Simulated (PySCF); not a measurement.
CH8InNO2, singlet (PBE0/def2-SVP optimised geometry):

```
13

In    -0.125    -0.382     0.000
C     -1.275     1.434     0.000
H     -0.742     2.208    -0.570
H     -1.408     1.788     1.032
H     -2.264     1.267    -0.448
O      1.911    -0.382     0.000
H      2.264    -0.946     0.696
O     -0.791    -2.208     0.616
H     -1.348    -2.203     1.400
N      0.043    -1.461    -2.052
H     -0.329    -2.376    -1.789
H      1.059    -1.532    -2.133
H     -0.355    -1.171    -2.942
```

Computed with PBE0/def2-TZVP, def2 effective core potentials past Kr (PySCF).

Question: What are the frontier orbital energies and the dipole moment?

Answer: HOMO-2 -7.75 eV, HOMO-1 -7.32 eV, HOMO -7.14 eV, LUMO -0.27 eV, LUMO+1 0.20 eV; dipole moment 2.86 D.
